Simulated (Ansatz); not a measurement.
CuPd₂. Charge 0, multiplicity 2. Geometry PBE-D4/def2-TZVP.

```xyz
3

Pd   -1.189    0.708   -0.392
Pd    0.047   -0.824    1.179
Cu    1.142    0.115   -0.786
```

In the def2 sets Pd takes a core potential; there is no spin–orbit coupling. The structure comes from a short search, and lower isomers may exist.

(1) Estimate the α-spin orbital energies around the gap (eV) in Ansatz with PBE-D4/def2-SVP, r2SCAN-D4/def2-TZVP, r2SCAN-D4/def2-TZVPD, r2SCANh-D4/def2-TZVP, PBE0-D4/def2-SVP.

Results:

(1) 
```json
{"orbital": "HOMO−9", "PBE-D4/def2-SVP": "-5.48", "r2SCAN-D4/def2-TZVP": "-5.79", "r2SCAN-D4/def2-TZVPD": "-5.82", "r2SCANh-D4/def2-TZVP": "-6.42", "PBE0-D4/def2-SVP": "-7.09"}
{"orbital": "HOMO−8", "PBE-D4/def2-SVP": "-5.28", "r2SCAN-D4/def2-TZVP": "-5.57", "r2SCAN-D4/def2-TZVPD": "-5.59", "r2SCANh-D4/def2-TZVP": "-6.11", "PBE0-D4/def2-SVP": "-6.71"}
{"orbital": "HOMO−7", "PBE-D4/def2-SVP": "-5.14", "r2SCAN-D4/def2-TZVP": "-5.41", "r2SCAN-D4/def2-TZVPD": "-5.44", "r2SCANh-D4/def2-TZVP": "-5.98", "PBE0-D4/def2-SVP": "-6.56"}
{"orbital": "HOMO−6", "PBE-D4/def2-SVP": "-4.82", "r2SCAN-D4/def2-TZVP": "-5.13", "r2SCAN-D4/def2-TZVPD": "-5.16", "r2SCANh-D4/def2-TZVP": "-5.74", "PBE0-D4/def2-SVP": "-6.35"}
{"orbital": "HOMO−5", "PBE-D4/def2-SVP": "-4.80", "r2SCAN-D4/def2-TZVP": "-5.12", "r2SCAN-D4/def2-TZVPD": "-5.15", "r2SCANh-D4/def2-TZVP": "-5.72", "PBE0-D4/def2-SVP": "-6.35"}
{"orbital": "HOMO−4", "PBE-D4/def2-SVP": "-4.73", "r2SCAN-D4/def2-TZVP": "-5.01", "r2SCAN-D4/def2-TZVPD": "-5.03", "r2SCANh-D4/def2-TZVP": "-5.56", "PBE0-D4/def2-SVP": "-6.18"}
{"orbital": "HOMO−3", "PBE-D4/def2-SVP": "-4.70", "r2SCAN-D4/def2-TZVP": "-4.95", "r2SCAN-D4/def2-TZVPD": "-4.97", "r2SCANh-D4/def2-TZVP": "-5.53", "PBE0-D4/def2-SVP": "-6.16"}
{"orbital": "HOMO−2", "PBE-D4/def2-SVP": "-4.62", "r2SCAN-D4/def2-TZVP": "-4.92", "r2SCAN-D4/def2-TZVPD": "-4.95", "r2SCANh-D4/def2-TZVP": "-5.35", "PBE0-D4/def2-SVP": "-5.96"}
{"orbital": "HOMO−1", "PBE-D4/def2-SVP": "-4.50", "r2SCAN-D4/def2-TZVP": "-4.78", "r2SCAN-D4/def2-TZVPD": "-4.80", "r2SCANh-D4/def2-TZVP": "-5.34", "PBE0-D4/def2-SVP": "-5.95"}
{"orbital": "HOMO", "PBE-D4/def2-SVP": "-4.45", "r2SCAN-D4/def2-TZVP": "-4.72", "r2SCAN-D4/def2-TZVPD": "-4.75", "r2SCANh-D4/def2-TZVP": "-5.31", "PBE0-D4/def2-SVP": "-5.62"}
{"orbital": "LUMO", "PBE-D4/def2-SVP": "-2.86", "r2SCAN-D4/def2-TZVP": "-2.71", "r2SCAN-D4/def2-TZVPD": "-2.73", "r2SCANh-D4/def2-TZVP": "-2.37", "PBE0-D4/def2-SVP": "-1.93"}
{"orbital": "LUMO+1", "PBE-D4/def2-SVP": "-2.68", "r2SCAN-D4/def2-TZVP": "-2.53", "r2SCAN-D4/def2-TZVPD": "-2.55", "r2SCANh-D4/def2-TZVP": "-2.23", "PBE0-D4/def2-SVP": "-1.84"}
{"orbital": "LUMO+2", "PBE-D4/def2-SVP": "-1.03", "r2SCAN-D4/def2-TZVP": "-0.87", "r2SCAN-D4/def2-TZVPD": "-0.97", "r2SCANh-D4/def2-TZVP": "-0.64", "PBE0-D4/def2-SVP": "-0.38"}
{"orbital": "LUMO+3", "PBE-D4/def2-SVP": "-0.53", "r2SCAN-D4/def2-TZVP": "-0.19", "r2SCAN-D4/def2-TZVPD": "-0.23", "r2SCANh-D4/def2-TZVP": "0.05", "PBE0-D4/def2-SVP": "0.14"}
{"orbital": "LUMO+4", "PBE-D4/def2-SVP": "-0.03", "r2SCAN-D4/def2-TZVP": "0.19", "r2SCAN-D4/def2-TZVPD": "0.12", "r2SCANh-D4/def2-TZVP": "0.45", "PBE0-D4/def2-SVP": "0.67"}
{"orbital": "LUMO+5", "PBE-D4/def2-SVP": "-0.01", "r2SCAN-D4/def2-TZVP": "0.27", "r2SCAN-D4/def2-TZVPD": "0.25", "r2SCANh-D4/def2-TZVP": "0.51", "PBE0-D4/def2-SVP": "0.70"}
{"orbital": "β HOMO", "PBE-D4/def2-SVP": "-4.27", "r2SCAN-D4/def2-TZVP": "-4.43", "r2SCAN-D4/def2-TZVPD": "-4.46", "r2SCANh-D4/def2-TZVP": "-4.96", "PBE0-D4/def2-SVP": "-5.52"}
{"orbital": "β LUMO", "PBE-D4/def2-SVP": "-4.04", "r2SCAN-D4/def2-TZVP": "-3.92", "r2SCAN-D4/def2-TZVPD": "-3.95", "r2SCANh-D4/def2-TZVP": "-3.46", "PBE0-D4/def2-SVP": "-2.83"}
```
